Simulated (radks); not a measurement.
Initial-state core-level shifts of the bromine ion Br+ when its valence configuration changes from [Ar] 3d10 4s2 4p4. Method: Dirac Kohn-Sham, PBEsol, spin-unpolarised, spherical densities, finite nucleus; open shells fill j = l - 1/2 first; Fermi nuclear charge, rms radius 4.1629 fm; computed with a radial shooting solver on a logarithmic mesh with Libxc functionals. Shifts are changes of the shell-averaged eigenvalues in eV (positive: less bound); the change of the density at the nucleus, which sets a Mossbauer isomer shift, is in e/bohr^3, on a base of 4.429e+04.

valence,2s,2p,3s,3p,density at nucleus
3d9 4s2 4p5,-17.348,-17.221,-13.260,-13.037,+18.714
3d10 4p6,-3.224,-3.205,-3.256,-3.237,-74.821
3d9 4s1 4p6,-18.888,-18.750,-14.804,-14.572,-22.216
3d9.5 4s2 4p4.5,-8.551,-8.488,-6.595,-6.482,+9.200
3d8 4s2 4p6,-35.663,-35.411,-26.779,-26.353,+38.653
3d10 4s1 4p5,-1.640,-1.631,-1.655,-1.645,-36.702
